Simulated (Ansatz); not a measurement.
`C=C[CH2][InH][Cl]` + H₂ → `C=C[CH2][InH2]` + HCl at 400 K and 1 bar (hydrogenolysis of the In–Cl bond).

Gas-phase electronic energies from Ansatz, PBE0-D4/def2-TZVP geometries. CCSD(T)/CBS adds triple-zeta CCSD(T) − MP2 to the extrapolated MP2 energy (def2 sets, frozen cores). This one scheme is used for every species. Elements past krypton have def2 core potentials. For In outer-core shells are correlated without core-valence functions, which leaves a few kJ/mol of doubt a bond. One conformer a species, not always the lowest.

```csv
species,CCSD(T)/CBS energy (Eh),H − E (kJ/mol),S (J/(mol·K))
`C=C[CH2][InH][Cl]`,-767.37996,236.9,421.5
H₂,-1.17544,38.0,139.0
`C=C[CH2][InH2]`,-308.13010,244.6,368.3
HCl,-460.38127,29.6,195.4
```

H − E and S are ideal-gas, rigid-rotor, harmonic terms from PBE0-D4/def2-TZVP, for one conformer and one mirror image of each species. The MP2-based limit puts H₂ 0.8 mEh under its directly extrapolated value; such offsets cancel only in part. 1 Eh = 2625.50 kJ/mol, R = 8.31446 J/(mol·K).

Problem. By hand: ΔE, ΔH, ΔS and ΔG.

Solution. ΔE = (-308.13010) + (-460.38127) − (-767.37996) − (-1.17544) = 0.04403 Eh = 115.6 kJ/mol. Δ(H − E) = 244.6 + 29.6 − 236.9 − 38.0 = -0.7, so ΔH = 114.9 kJ/mol. ΔS = 368.3 + 195.4 − 421.5 − 139.0 = 3.2 J/(mol·K). ΔG = 114.9 − 400 × (3.2)/1000 = 113.6 kJ/mol.

Problem. By hand: the equilibrium constant, and the temperature at which ΔG would vanish if ΔH and ΔS stayed fixed.

Solution. log₁₀ K = −ΔG/(RT ln 10) = -14.8. ΔG = 0 at ΔH/ΔS = 35906 K, far beyond where these terms or the molecules hold.

The number of gas molecules stays the same, so ΔS is small and ΔH decides. A doubt of 5 kJ/mol in ΔE shifts log₁₀ K by 0.7 here. Other conformers and mirror images would add mixing entropy, several J/(mol·K) or more a flexible species. Modes under 60 cm⁻¹, often nearly free rotors, make the harmonic entropy too high. These are equilibria of isolated gas molecules and say nothing of rates. Largest T1 diagnostic: 0.013 (customary marks: 0.02 for closed shells, 0.045 for open ones).
